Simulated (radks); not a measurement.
Effect of the nuclear size on neutral promethium, [Xe] 4f5 6s2. All-electron calculation, Dirac Kohn-Sham, LDA (Slater exchange, Perdew-Wang correlation), spin-unpolarised, spherical densities, finite nucleus; open shells fill j = l - 1/2 first; Fermi nuclear charge, rms radius 4.962 fm. Program: a radial shooting solver on a logarithmic mesh with Libxc functionals. The rms radius is varied about that value; shifts are against it.

| rms radius (fm) | total energy shift (eV) | density at nucleus (e/bohr^3) | 1s1/2 shift (meV) | 2s1/2 shift (meV) | 5s1/2 shift (meV) | 5p1/2 shift (meV) | 6s1/2 shift (meV) | 4f5/2 shift (meV) | 6p1/2 (empty) shift (meV) |
|---|---|---|---|---|---|---|---|---|---|
| 4.1482 | -4.41 | 5.114e+05 | -1820 | -229 | -1.67 | 0.240 | -0.079 | 0.372 | 0.073 |
| 4.8131 | -0.852 | 4.942e+05 | -353 | -44.2 | -0.323 | 0.046 | -0.015 | 0.072 | 0.014 |
| 4.962 | 0 | 4.907e+05 | 0.000 | 0.000 | 0.000 | 0.000 | 0.000 | 0.000 | 0.000 |
| 5.3738 | 2.46 | 4.818e+05 | 1020 | 128 | 0.933 | -0.134 | 0.044 | -0.207 | -0.041 |
| 5.9048 | 5.85 | 4.714e+05 | 2420 | 304 | 2.22 | -0.318 | 0.104 | -0.493 | -0.096 |

Slopes of the eigenvalues against <r^2> in GHz/fm^2, as finite differences over the two radii next to the reference (eigenvalue slopes, not the field-shift constants of lines): 1s1/2 58000, 2s1/2 7280, 5s1/2 53.2, 5p1/2 -7.63, 6s1/2 2.50, 4f5/2 -11.8, 6p1/2 (empty) -2.31.
